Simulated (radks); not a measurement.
The numbers below are computed, except where a source is named.
Q: Species: Os+. Configuration: [Xe] 4f14 5d6 6s1 (the NIST ground configuration). Level of theory: Dirac Kohn-Sham, PBE, spin-unpolarised, spherical densities, finite nucleus; open shells are shared between the two j in proportion to 2j + 1; Fermi nuclear charge, rms radius 5.4126 fm (a radial shooting solver on a logarithmic mesh with Libxc functionals). Some entries of the table are withheld. Estimate them.

orbital,occ.,eigenvalue (hartree),<r> (bohr),<1/r> (bohr^-1)
1s1/2,2,-2710.022,0.01774,90.41
2s1/2,2,-471.9024,0.07427,22.09
2p1/2,2,-451.9227,(1),22.06
2p3/2,4,-395.6542,(2),18.31
3s1/2,2,-110.0368,0.1934,8.111
3p1/2,2,-101.0754,0.1835,8.027
3p3/2,4,-88.80495,0.1986,7.055
3d3/2,4,-73.75726,0.1734,6.951
3d5/2,6,-71.09920,0.1781,6.724
4s1/2,2,-23.45217,0.4318,3.417
4p1/2,2,(3),(4),3.308
4p3/2,4,(5),(6),2.970
4d3/2,4,-10.61887,0.4825,2.760
4d5/2,6,-10.08501,0.4938,2.680
5s1/2,2,-3.65014,1.007,1.348
5p1/2,2,-2.48993,1.100,1.219
4f5/2,6,-2.25750,0.5525,2.257
4f7/2,8,-2.15441,0.5607,2.225
5p3/2,4,-2.04102,1.201,1.098
5d3/2,2.4,-0.54400,1.717,0.7655
5d5/2,3.6,-0.50390,1.784,0.7356
6s1/2,1,-0.48281,2.782,0.4567

A: 
(1) 2p1/2 <r> (bohr): 0.06130
(2) 2p3/2 <r> (bohr): 0.06950
(3) 4p1/2 eigenvalue (hartree): -19.68705
(4) 4p1/2 <r> (bohr): 0.4357
(5) 4p3/2 eigenvalue (hartree): -16.80509
(6) 4p3/2 <r> (bohr): 0.4693
